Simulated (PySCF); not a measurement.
Species: C6H14P2.
Numbering: `[CH2:1]=[CH:2][P:3]([CH2:4][CH3:5])[P:6]([CH3:7])[CH3:8]` (hydrogens: H9, H10 on C1; H11 on C2; H12, H13 on C4; H14, H15, H16 on C5; H17, H18, H19 on C7; H20, H21, H22 on C8)

The same species was optimised twice, with GFN2-xTB and with PBE0-D3(BJ)/def2-SVP (PySCF), and the same property calculations (PySCF, gas phase) were run on both structures.

```json
{"coordinate": "P3–P6 (Å)", "GFN2-xTB": "2.203", "PBE0-D3(BJ)/def2-SVP": "2.237", "change": "+0.034"}
{"coordinate": "C1=C2 (Å)", "GFN2-xTB": "1.324", "PBE0-D3(BJ)/def2-SVP": "1.337", "change": "+0.013"}
{"coordinate": "C2–P3 (Å)", "GFN2-xTB": "1.820", "PBE0-D3(BJ)/def2-SVP": "1.829", "change": "+0.009"}
{"coordinate": "P6–C7 (Å)", "GFN2-xTB": "1.855", "PBE0-D3(BJ)/def2-SVP": "1.857", "change": "+0.002"}
{"coordinate": "P3–C4 (Å)", "GFN2-xTB": "1.867", "PBE0-D3(BJ)/def2-SVP": "1.866", "change": "-0.001"}
{"coordinate": "C4–C5 (Å)", "GFN2-xTB": "1.523", "PBE0-D3(BJ)/def2-SVP": "1.522", "change": "-0.001"}
{"coordinate": "P6–C8 (Å)", "GFN2-xTB": "1.854", "PBE0-D3(BJ)/def2-SVP": "1.853", "change": "-0.001"}
{"coordinate": "C2–P3–C4 (°)", "GFN2-xTB": "97.6", "PBE0-D3(BJ)/def2-SVP": "99.2", "change": "+1.6"}
{"coordinate": "C7–P6–C8 (°)", "GFN2-xTB": "97.9", "PBE0-D3(BJ)/def2-SVP": "99.4", "change": "+1.5"}
{"coordinate": "C4–P3–P6 (°)", "GFN2-xTB": "96.3", "PBE0-D3(BJ)/def2-SVP": "97.6", "change": "+1.3"}
{"coordinate": "C2–P3–P6 (°)", "GFN2-xTB": "95.3", "PBE0-D3(BJ)/def2-SVP": "96.3", "change": "+1.0"}
{"coordinate": "P3–C4–C5 (°)", "GFN2-xTB": "111.1", "PBE0-D3(BJ)/def2-SVP": "112.0", "change": "+0.9"}
{"coordinate": "P3–P6–C7 (°)", "GFN2-xTB": "96.9", "PBE0-D3(BJ)/def2-SVP": "97.6", "change": "+0.7"}
{"coordinate": "P3–P6–C8 (°)", "GFN2-xTB": "96.6", "PBE0-D3(BJ)/def2-SVP": "97.1", "change": "+0.5"}
{"coordinate": "C1–C2–P3 (°)", "GFN2-xTB": "122.6", "PBE0-D3(BJ)/def2-SVP": "122.2", "change": "-0.4"}
{"coordinate": "C1–C2–P3–C4 (°)", "GFN2-xTB": "-152", "PBE0-D3(BJ)/def2-SVP": "-146", "change": "+6"}
{"coordinate": "C2–P3–C4–C5 (°)", "GFN2-xTB": "73", "PBE0-D3(BJ)/def2-SVP": "74", "change": "+1"}
{"coordinate": "C2–P3–P6–C7 (°)", "GFN2-xTB": "-174", "PBE0-D3(BJ)/def2-SVP": "-178", "change": "-4"}
```

Rotational constants: A = 1749, B = 1108, C = 755.2 MHz (GFN2-xTB) against A = 1711, B = 1081, C = 733.8 MHz (PBE0-D3(BJ)/def2-SVP). Point groups within 0.08 Å: C1 and C1.

On the GFN2-xTB structure: HOMO (eV) -6.07 [PBE0/pcSseg-1]; LUMO (eV) -0.44 [PBE0/pcSseg-1]; dipole (D) 0.09 [PBE0/pcSseg-1]; GIAO shielding of C1 (ppm) 46.8 [PBE0/pcSseg-1]; GIAO shielding of C2 (ppm) 36.6 [PBE0/pcSseg-1]; GIAO shielding of P3 (ppm) 351.4 [PBE0/pcSseg-1]; GIAO shielding of C4 (ppm) 160.5 [PBE0/pcSseg-1]; GIAO shielding of C5 (ppm) 172.9 [PBE0/pcSseg-1]; GIAO shielding of P6 (ppm) 398.4 [PBE0/pcSseg-1]; GIAO shielding of C7/C8 (mean) (ppm) 172.4 [PBE0/pcSseg-1].

What do these properties become on the PBE0-D3(BJ)/def2-SVP structure?

| property | level | on GFN2-xTB | on PBE0-D3(BJ)/def2-SVP | change |
| --- | --- | --- | --- | --- |
| HOMO (eV) | PBE0/pcSseg-1 | -6.07 | -6.02 | +0.05 |
| LUMO (eV) | PBE0/pcSseg-1 | -0.44 | -0.50 | -0.06 |
| dipole (D) | PBE0/pcSseg-1 | 0.09 | 0.07 | -0.02 |
| energy, GFN2-xTB geometry as zero (kcal/mol) | PBE0/pcSseg-1 | 0.0 | -1.3 | -1.3 |
| GIAO shielding of C1 (ppm) | PBE0/pcSseg-1 | 46.8 | 42.1 | -4.7 |
| GIAO shielding of C2 (ppm) | PBE0/pcSseg-1 | 36.6 | 34.3 | -2.3 |
| GIAO shielding of P3 (ppm) | PBE0/pcSseg-1 | 351.4 | 337.5 | -13.9 |
| GIAO shielding of C4 (ppm) | PBE0/pcSseg-1 | 160.5 | 161.0 | +0.5 |
| GIAO shielding of C5 (ppm) | PBE0/pcSseg-1 | 172.9 | 171.2 | -1.7 |
| GIAO shielding of P6 (ppm) | PBE0/pcSseg-1 | 398.4 | 384.0 | -14.4 |
| GIAO shielding of C7/C8 (mean) (ppm) | PBE0/pcSseg-1 | 172.4 | 171.2 | -1.2 |

The heavy atoms differ by 0.063 Å rms after alignment. Among bonds between heavy atoms P3–P6 changes most (+0.034 Å). Changes are differences of the printed values. Neither structure is proved a minimum here.

Shape of the structure used: `[CH2:1]=[CH:2][P:3]([CH2:4][CH3:5])[P:6]([CH3:7])[CH3:8]`: C1–C2–P3–C4 -146°, C2–P3–C4–C5 74°, C2–P3–P6–C7 -178°.
